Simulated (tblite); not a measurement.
Species: C9H7F3.
SMILES: `FC(F)(F)C1=C[C@H]2C=C[C@@H]1C=C2`

Computed geometry: GFN2-xTB, gas phase.

Take the most abundant isotopes and a rigid rotor. 

Give the principal moments of inertia and the rotational constants in GHz.

Ia = 262.90, Ib = 703.14, Ic = 707.99 u·Å²; 505379 MHz·u·Å²/I gives 1922, 718.7 and 713.8 MHz, that is A = 1.9223, B = 0.7187, C = 0.7138 GHz.

Classify the top.

A near-prolate asymmetric top; Ray's κ = -0.992.

What does the inertial defect say?

Not planar: Δ = Ic − Ia − Ib = -258.05 u·Å². For a rigid frame Δ = −2 Σ m c², so Σ m c² = 129.02 u·Å² lies off the ab plane: 15.39 from hydrogen and 113.64 from heavier atoms. The atom farthest from that plane is 1.96 Å away.

Give the other two planar moments, Paa and Pbb, and the rms extents of the mass along the axes.

Paa = Σ m a² = (Ib + Ic − Ia)/2 = 574.11 and Pbb = Σ m b² = (Ia + Ic − Ib)/2 = 133.87 u·Å². With the mass M = 172.05 u, the rms extents √(P/M) along a, b and c are 1.83, 0.88, 0.87 Å.

Give the coordinates in the principal-axis frame, origin at the centre of mass.

The sense of each axis is arbitrary; atoms in the order of the calculation.
| atom | mass (u) | a (Å) | b (Å) | c (Å) |
| --- | --- | --- | --- | --- |
| F1 | 18.998 | 2.096 | -0.637 | 1.071 |
| C2 | 12.000 | 1.642 | 0.044 | 0.001 |
| F3 | 18.998 | 2.095 | -0.629 | -1.076 |
| F4 | 18.998 | 2.277 | 1.225 | 0.004 |
| C5 | 12.000 | 0.162 | 0.177 | 0.002 |
| C6 | 12.000 | -0.533 | 1.307 | 0.007 |
| C7 | 12.000 | -2.025 | 1.081 | 0.006 |
| C8 | 12.000 | -2.293 | 0.190 | 1.207 |
| C9 | 12.000 | -1.599 | -0.934 | 1.201 |
| C10 | 12.000 | -0.690 | -1.077 | -0.005 |
| C11 | 12.000 | -1.598 | -0.921 | -1.211 |
| C12 | 12.000 | -2.292 | 0.203 | -1.205 |
| H13 | 1.008 | -0.118 | 2.298 | 0.010 |
| H14 | 1.008 | -2.601 | 2.003 | 0.010 |
| H15 | 1.008 | -2.996 | 0.501 | 1.956 |
| H16 | 1.008 | -1.631 | -1.708 | 1.944 |
| H17 | 1.008 | -0.105 | -1.994 | -0.010 |
| H18 | 1.008 | -1.628 | -1.687 | -1.962 |
| H19 | 1.008 | -2.993 | 0.522 | -1.953 |

Estimate the classical rotational partition function at 10 K, 50 K and 298.15 K.

Point group Cs, symmetry number σ = 1; q = (√π/σ)·√((kT/h)³/(ABC)), k/h = 20836.6 MHz/K: 5370 at 10 K, 60000 at 50 K, 874000 at 298.15 K.

Its GFN2-xTB frequencies are all real (lowest 26 cm⁻¹). Zero-point vibration and centrifugal distortion are left out.

Shape of the structure used: `[F:1][C:2]([F:3])([F:4])[C:5]1=[CH:6][C@@H:7]2[CH:8]=[CH:9][C@H:10]1[CH:11]=[CH:12]2`: F1–C2–C5–C6 121°.
